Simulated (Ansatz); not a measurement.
A relaxation, step by step

LiAlNHF (SMILES [Li][N][AlH][F]), doublet, BLYP-D4/6-31G (Ansatz 0.2.0). Settings:

```yaml
hamiltonian: {xc: {name: BLYP}, dispersion: d4}
relax: {f_tol: 0.01, max_steps: 30, max_displacement: 0.5}
```

Start (the SMILES describes the start alone):

```xyz
5
angstrom
Li -1.8200 -1.0046 1.8794
N -0.5522 -0.3835 0.9320
Al 0.4343 0.2655 -0.3373
F 0.0656 1.0393 -1.8423
H 1.9931 0.4029 -0.3877
```

| step | energy less the last (meV) | largest force component (eV/Å) |
| --- | --- | --- |
| 1 | 366.6 | 1.747 |
| 2 | 82.1 | 1.103 |
| 3 (rejected trial) | 117.0 | 2.093 |
| 4 | 5.5 | 0.133 |
| 5 | 1.0 | 0.054 |
| 6 | 0.2 | 0.020 |
| 7 | 0.0 | 0.005 |

Step 2, positions (Å) and forces (eV/Å):

| atom | x | y | z | Fx | Fy | Fz |
| --- | --- | --- | --- | --- | --- | --- |
| Li1 | -1.829 | -1.021 | 1.883 | -0.247 | -0.190 | 0.322 |
| N2 | -0.549 | -0.375 | 0.889 | -0.591 | -0.111 | 0.307 |
| Al3 | 0.481 | 0.368 | -0.354 | 1.080 | 0.315 | -1.103 |
| F4 | -0.079 | 1.021 | -1.880 | -0.146 | -0.073 | 0.356 |
| H5 | 2.098 | 0.327 | -0.295 | -0.096 | 0.059 | 0.118 |

Step 5, positions (Å) and forces (eV/Å):

```tsv
atom	x	y	z	Fx	Fy	Fz
Li1	-1.799	-1.044	1.959	-0.014	-0.009	0.026
N2	-0.638	-0.342	0.812	-0.033	-0.036	0.043
Al3	0.526	0.332	-0.412	0.022	0.040	-0.054
F4	-0.094	1.046	-1.871	0.028	0.004	-0.010
H5	2.125	0.327	-0.245	-0.003	0.001	-0.006
```

Step 6, positions (Å) and forces (eV/Å):

```csv
atom,x,y,z,Fx,Fy,Fz
Li1,-1.794,-1.042,1.974,0.001,0.000,0.006
N2,-0.645,-0.353,0.804,-0.002,-0.009,0.007
Al3,0.521,0.333,-0.415,0.003,0.002,0.004
F4,-0.081,1.053,-1.878,0.002,0.010,-0.020
H5,2.120,0.329,-0.241,-0.004,-0.003,0.003
```

Last step (7):

Li1  (-1.788, -1.041, 1.983)
N2  (-0.650, -0.359, 0.798)
Al3  (0.518, 0.333, -0.418)
F4  (-0.075, 1.058, -1.883)
H5  (2.116, 0.328, -0.236)
(Å)

Hardware: 2 CPU threads of an Arm Neoverse V2, shared host. Wall time about 12 s.
